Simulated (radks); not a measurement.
Values are calculated unless marked as measured or tabulated.
Task: These are the eigenvalues of the occupied orbitals of an atom or ion with whole-number occupations (Ry). Level of theory: scalar-relativistic Kohn-Sham, PBE, spin-polarised, spherical densities, finite nucleus; Fermi nuclear charge, rms radius of each element as measured or else 0.836 A^(1/3) + 0.57 fm (a radial shooting solver on a logarithmic mesh with Libxc functionals).

orbital  eigenvalue
1s        -6662.327
2s        -1198.850
2p        -1026.266
3s        -290.9671
3p        -241.6299
3d        -191.9599
4s        -68.37389
4p        -52.19983
4d        -33.67694
5s        -13.64488
4f        -13.28221
5p         -9.10226
5d         -4.02952
6s         -2.93847

Which element is it, and in what charge state? The configuration may be excited. Open shells, if any, are filled with parallel spins first.

Result: Z = 83, bismuth, charge +3: Bi3+ in [Hg]. The list shows which subshells hold electrons but not how many an open one holds; the 1s level, -3331.2 hartree, gives Z - s = 81.6 by -(Z - s)^2/2, which with screening and relativity narrows Z to a few neighbours, and the depths of the outer levels then fix element, charge and occupations together.
